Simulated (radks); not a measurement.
The numbers below are computed, except where a source is named.
Q: The mean radii <r> (bohr) of the occupied orbitals of an atom or ion are listed with their occupations. Level of theory: scalar-relativistic Kohn-Sham, MS2 meta-GGA, spin-polarised, spherical densities, finite nucleus; meta-GGA in the generalised Kohn-Sham scheme; Fermi nuclear charge, rms radius of each element as measured or else 0.836 A^(1/3) + 0.57 fm (a radial shooting solver on a logarithmic mesh with Libxc functionals).

orbital  occ.    <r>
1s up       1  1.517

Name the element and its charge. Open shells, if any, are filled with parallel spins first.

A: Z = 1, hydrogen, charge 0: H in 1s1. The 1s radius gives Z: for a bare nucleus <r> = (2 gamma + 1)/(2Z) with gamma = sqrt(1 - (Z/c)^2), 1.5 bohr for Z = 1, and the self-interaction of the functional makes it slightly larger (1.517 here). The occupations add up to 1, and the charge is Z minus that.
